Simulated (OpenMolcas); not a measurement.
Cu3+: moving the ligands

Cu3+ with 6 ligands (chloride) in octahedral coordination (Oh) at 2.3 Å. A charge of +0.5 e stands 2.6 Å behind each ligand. Ligand basis ANO-RCC-VDZP.
```
Cu    0.0000    0.0000    0.0000
Cl    2.3000    0.0000    0.0000
Cl    0.0000    2.3000    0.0000
Cl   -2.3000    0.0000    0.0000
Cl    0.0000   -2.3000    0.0000
Cl    0.0000    0.0000    2.3000
Cl    0.0000    0.0000   -2.3000
```

```
Program             : OpenMolcas 26.06
Method              : CASSCF
Basis               : ANO-RCC-VTZP [6s5p3d2f1g]
Scalar Hamiltonian  : DKH2, point nucleus
Active space        : 8 electrons in 5 orbitals (3d)
State averaging     : 2S+1 = 3 even, 10 roots; 2S+1 = 1 even, 15 roots
Spin-orbit coupling : RASSI with atomic mean-field integrals over the reference wave functions
```

Runs around this geometry, states (labels of O, the rotations of Oh). Energies in cm-1 above the lowest state or level, χT in cm3 K/mol.

| R (Å) | Ground state | First state of that spin | First gap with spin-orbit (degeneracies) | χT at 300 K | First state of another spin |
| --- | --- | --- | --- | --- | --- |
| 2.16 | 3A2 | 3T2 11111 | 10686 (3, 2) | 1.237 | 1E 14087 |
| 2.3 | 3A2 | 3T2 7613 | 7282 (3, 2) | 1.372 | 1E 15055 |
| 2.42 | 3A2 | 3T2 5515 | 5214 (3, 2) | 1.523 | 1E 15384 |

Taking the first state of the same spin as R^-n, n = -ln(5515 / 11111) / ln(2.42 / 2.16) = 6.2 between the shortest and longest distance.

Without dynamic correlation the repulsion within the d shell is too large (B by tens of per cent), so at a given field states of lower spin stand too high. Ligand-to-metal charge-transfer states are missing. With no ligand orbital active B as a rule stays too high, so bands that hang on it stand too high and its fall with covalency is understated. With metal d orbitals alone and no dynamic correlation the field as a rule comes out too small, by tens of per cent, by up to half for chloride and softer ligands, and the orbital part of g and χT, which goes as 1/10Dq, too large. The least metal-like active orbital is 77 % on the metal (Löwdin) and no ligand orbital is active, so the numbers are rough (holds for R = 2.16). The least metal-like active orbital is 80 % on the metal (Löwdin) and no ligand orbital is active, so the numbers are rough (holds for R = 2.3). The least metal-like active orbital is 82 % on the metal (Löwdin) and no ligand orbital is active, so the numbers are rough (holds for R = 2.42). No measured value stands beside these numbers; the geometry was imposed, not optimised, and the real ion may take another.
